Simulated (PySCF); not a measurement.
Ga(PH3)H3.
Geometry (PBE0-D3(BJ)/def2-SVP, Å), atoms numbered from 1 in this order:
```xyz
8
GaH6P angstrom
Ga    -0.005    0.010   -1.457
P      0.001   -0.001    1.079
H      0.699    1.017    1.778
H      0.549   -1.126    1.748
H     -1.232    0.075    1.777
H      1.563   -0.017   -1.639
H     -0.767    1.378   -1.647
H     -0.809   -1.336   -1.640
```

The calculation used TDDFT PBE0/def2-SVPD, vertical, gas phase, core orbitals frozen in the response in PySCF. The PBE0/def2-SVPD calculation is non-relativistic and has no spin–orbit coupling, an omission that weighs most on gallium.

Kohn–Sham orbitals with the atoms that hold most of them (Löwdin shares over 4%, at most four atoms; ? is withheld):

```
orbital  ε (eV)                           atoms
 LUMO+2   -0.03  P2 52%, H5 16%, H3 14%, Ga1 7%
 LUMO+1   -0.03   P2 52%, H4 18%, H3 10%, H5 8%
   LUMO   -0.25                               ?
   HOMO   -7.83  Ga1 41%, H8 34%, H7 15%, H6 6%
 HOMO-1   -7.83         Ga1 41%, H6 31%, H7 21%
 HOMO-2   -8.80   P2 44%, Ga1 23%, H7 6%, H8 6%
 HOMO-3  -12.15   P2 49%, H4 29%, H3 13%, H5 7%
```

(1) Give the leading atoms of the LUMO.

Answers

(1) P2 (bonded to Ga and 3 H) 26%; Ga1 (bonded to P and 3 H) 24%; H3 (bonded to P) 12%; H5 (bonded to P) 12%. By element: phosphorus 26%, gallium 24%, hydrogen 24% or more.

Within 0.005 eV of a neighbour in this list lie HOMO-1/HOMO and LUMO+1/LUMO+2.

Problem. The HOMO–LUMO gap is 7.58 eV. Where does the response calculation put the lowest singlet, and from which orbitals?

Solution. S1 is at 6.44 eV (f = 0.0002), 1.14 eV below the gap, made of HOMO-1/HOMO→LUMO (≥93%). S1/S2 lie within about 0.01 eV of each other. Without the coupling terms of the response equations the lowest excitation would equal the gap.

Next come S2 at 6.44 eV (f 0.0003), HOMO-1/HOMO→LUMO (≥93%); S3 at 6.67 eV (f 0.0001), HOMO-1/HOMO→LUMO+1/LUMO+2 (≥80%); S4 at 6.69 eV (f 0.0003), HOMO-1/HOMO→LUMO+1/LUMO+2 (≥84%); S5 at 6.69 eV (f 0.0010), HOMO-1/HOMO→LUMO+1/LUMO+2 (≥84%).

Orbitals of the list HOMO-3 to LUMO+2 that lie within 0.01 eV of each other are written together with a slash and their weights summed (≥ marks a lower bound); for degenerate orbitals outside that list single weights are arbitrary.

On one thread of an Arm Neoverse V2 (shared host), this took 6.8 s.
